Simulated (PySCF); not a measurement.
**Cu²⁺: ionisation energy**

Cu²⁺ [Ar] 3d9 (2D) → Cu³⁺ [Ar] 3d8 (3F), as a difference of total energies. Calculation: PySCF 2.14, in aug-cc-pVDZ-PP with ECP10MDF; a scalar-relativistic core potential. Correlated levels: valence: 3s2 3p6 frozen. The calculations carry no spin-orbit coupling.

```csv
method,ionisation energy (eV),difference from reference (eV)
UHF,34.051,-2.790
MP2 (valence),36.613,-0.228
SCS-MP2 (valence),36.376,-0.465
CCSD (valence),36.173,-0.668
CCSD(T) (valence),36.257,-0.584
```

Reference: 36.841 ± 0.012 eV (measured; NIST Atomic Spectra Database, ionization energies).

The reference lies between the lowest fine-structure levels, while these numbers refer to the centres of the terms.

Errors of the correlated levels include the incompleteness of this basis and the frozen core.
